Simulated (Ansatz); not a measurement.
Basis-set extrapolation for CH5AlBFO (`C[BH][Al]([OH])[F]`) (PBE0-D4/def2-TZVP geometry, frozen core, Ansatz). Multiplicity 1, RHF reference.

|  | def2-TZVPP | def2-QZVPP |
| --- | --- | --- |
| HF | -481.915689 | -481.934732 |
| MP2 correlation | -0.839805 | -0.907891 |
| CCSD(T) correlation | -0.901493 | not run |

Energies in hartree. Use E(X) = E(∞) + A·exp(−7.88·√X) for Hartree–Fock and E(X) = E(∞) + B·X^(−2.97) for correlation, with X = 3 and 4, and add CCSD(T) minus MP2 of the smaller set to the MP2 limit.

Q: What is the CCSD(T) energy at the basis-set limit?

A: HF limit: -481.934732 + (-0.019043) × 0.13774 = -481.93735. MP2 limit: -0.907891 + (-0.068086) × 0.74074 = -0.95833. Higher-order term: -0.901493 − (-0.839805) = -0.06169. Total: -482.95737 hartree, 88.0 kcal/mol below CCSD(T)/def2-TZVPP.
